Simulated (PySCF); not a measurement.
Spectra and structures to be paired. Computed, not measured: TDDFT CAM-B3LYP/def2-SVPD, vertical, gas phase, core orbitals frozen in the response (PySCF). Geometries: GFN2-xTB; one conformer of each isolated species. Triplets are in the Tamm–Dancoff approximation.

A. `CC1=CC=CO[Si]1(F)F`
B. `C=C1OC=C([SiH3])C1(F)F`
C. `Cc1[nH]c(F)cp1`
D. `[SiH2]1C=CC(=C1OCF)F`
E. `N[SiH](N)C#CCF`

Lowest singlet levels (six at most, fewer where fewer were computed) with oscillator strengths:

1. 5.35 eV (f 0.236); 6.91 eV (f 0.189); 6.93 eV (f 0.004); 7.00 eV (f 0.016); 7.33 eV (f 0.124); 7.52 eV (f 0.018); T1 3.68 eV
2. 4.10 eV (f 0.095); 5.40 eV (f 0.006); 5.99 eV (f 0.001); 6.06 eV (f 0.000); 6.56 eV (f 0.010); 6.83 eV (f 0.027); T1 2.52 eV
3. 5.31 eV (f 0.142); 5.67 eV (f 0.000); 5.79 eV (f 0.001); 6.03 eV (f 0.008); 6.33 eV (f 0.007); 6.54 eV (f 0.007); T1 3.31 eV
4. 5.67 eV (f 0.002); 6.21 eV (f 0.003); 6.50 eV (f 0.013); 6.58 eV (f 0.016); 6.86 eV (f 0.093); 7.10 eV (f 0.002); T1 4.96 eV
5. 4.91 eV (f 0.229); 6.28 eV (f 0.001); 6.37 eV (f 0.000); 6.70 eV (f 0.004); 6.94 eV (f 0.034); 7.20 eV (f 0.001); T1 2.94 eV

Question: Match each spectrum to its molecule.

Answer: 1 = B, 2 = D, 3 = C, 4 = E, 5 = A.
- A: S1 at 4.91 eV, HOMO→LUMO (97%); Löwdin shares by element: HOMO carbon 74% or more (atoms not listed hold the other 26%); LUMO carbon 73% or more (atoms not listed hold the other 27%); HOMO -8.08 and LUMO -0.36 eV; point group Cs, 1 of its 6 listed states under f = 0.0005.
- B: S1 at 5.35 eV, HOMO→LUMO (97%); Löwdin shares by element: HOMO carbon 48% or more, oxygen 25% (atoms not listed hold the other 27%); LUMO carbon 67% or more (atoms not listed hold the other 33%); HOMO -8.62 and LUMO -0.20 eV; point group Cs.
- C: S1 at 5.31 eV, HOMO→LUMO (94%); Löwdin shares by element: HOMO carbon 51% or more, phosphorus 27% (atoms not listed hold the other 22%); LUMO phosphorus 36%, carbon 34% or more, nitrogen 13% (atoms not listed hold the other 16%); HOMO -7.39 and LUMO 0.73 eV; point group Cs, 1 of its 6 listed states under f = 0.0005.
- D: S1 at 4.10 eV, HOMO→LUMO (98%); Löwdin shares by element: HOMO carbon 58% or more, oxygen 17% (atoms not listed hold the other 25%); LUMO carbon 69% or more (atoms not listed hold the other 31%); HOMO -7.69 and LUMO -0.48 eV; point group Cs, 1 of its 6 listed states under f = 0.0005.
- E: S1 at 5.67 eV, HOMO-2→LUMO (39%), HOMO→LUMO (36%); Löwdin shares by element: HOMO nitrogen 51%, carbon 30% or more (atoms not listed hold the other 20%); LUMO carbon 52%, silicon 15% (atoms not listed hold the other 33%); HOMO -9.01 and LUMO 0.62 eV.
B and C have S1 within 0.05 eV of each other; their strongest listed levels stand at 5.35 eV (f 0.236) and 5.31 eV (f 0.142).
